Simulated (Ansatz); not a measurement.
System: C₃H₅O₂, charge 0, multiplicity 2. It need not be the lowest isomer of its formula. SMILES: [CH2]C(=O)OC
Coordinates optimised at B3LYP-D3(BJ)/def2-TZVP (Ansatz, a quantum-chemistry and plane-wave program):
```xyz
10

C     -1.8465     0.1780     0.2752
C     -0.5005    -0.0318    -0.1980
O     -0.2092    -0.3784    -1.3263
O      0.4208     0.2036     0.7690
C      1.7853     0.0162     0.3753
H     -2.6602     0.0183    -0.4148
H     -2.0377     0.4865     1.2918
H      2.0428     0.6869    -0.4443
H      2.3789     0.2436     1.2564
H      1.9533    -1.0118     0.0543
```
Charge 0, spin multiplicity 2.

Computed values are from Ansatz. Cores are frozen in the correlated levels unless marked. Open shells are spin-unrestricted. Spin-orbit coupling is left out. Non-relativistic. CBS(X,Y): correlation extrapolated as X^-3; Hartree-Fock from the larger set. The bracket is a focal-point correction in the basis named.

atomisation energy De: 4102.0 kJ/mol at RI-MP2/CBS(cc-pVTZ,cc-pVQZ)+[CCSD(T)-MP2]/cc-pVTZ
total energy: -267.4450 Eh at RI-MP2/CBS(cc-pVTZ,cc-pVQZ)+[CCSD(T)-MP2]/cc-pVTZ
dipole moment: 1.83 D at CCSD(T)/aug-cc-pVDZ
T1 diagnostic: 0.018 at CCSD/cc-pVTZ
